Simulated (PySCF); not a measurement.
Excitation energies in several basis sets

Species: C₂H₁₁BN₂Si.
SMILES: `CB(C)N[SiH2]N`

TDDFT with PBE0 (PySCF), vertical singlets, core orbitals frozen in the response, spherical d and f functions. One conformer (not necessarily the lowest) at the PBE0-D3(BJ)/def2-SVP geometry, without solvent, vibrations or thermal averaging.

| basis | functions | diffuse | S1 (eV) | S2 (eV) | S3 (eV) | S4 (eV) | S5 (eV) | LUMO (eV) | α (au) |
| --- | --- | --- | --- | --- | --- | --- | --- | --- | --- |
| 6-31G* | 110 | no | 7.01 | 7.34 | 7.59 | 7.63 | 7.87 | 1.09 | 67.5 |
| 6-31+G* | 134 | yes | 6.14 | 6.74 | 6.87 | 7.12 | 7.15 | -0.06 | 77.0 |
| def2-SVP | 143 | no | 6.97 | 7.30 | 7.50 | 7.68 | 7.83 | 0.91 | 70.9 |
| def2-SVPD | 212 | yes | 6.51 | 6.98 | 7.16 | 7.24 | 7.38 | 0.34 | 83.2 |
| aug-cc-pVDZ | 241 | yes | 6.01 | 6.64 | 6.77 | 6.95 | 7.04 | -0.25 | 85.4 |
| def2-TZVP | 258 | no | 6.64 | 7.16 | 7.22 | 7.39 | 7.45 | 0.58 | 79.7 |

How much do these states and the polarisability depend on the basis?

States are compared by their number. Against the largest diffuse basis here (aug-cc-pVDZ, itself not a converged limit), sets without diffuse functions differ by up to 0.99 eV in S1 and 0.83 eV in S5; the smaller diffuse sets differ by up to 0.50 and 0.34 eV. State by state, the largest deviation of a set without diffuse functions is S1 0.99, S2 0.70, S3 0.82, S4 0.72, S5 0.83 eV. The same number needn't mean the same state in each row. Against aug-cc-pVDZ the polarisability deviates by -21% in 6-31G*, -10% in 6-31+G*, -17% in def2-SVP, -3% in def2-SVPD, -7% in def2-TZVP. A single + in a Pople set puts diffuse functions on heavy atoms only.
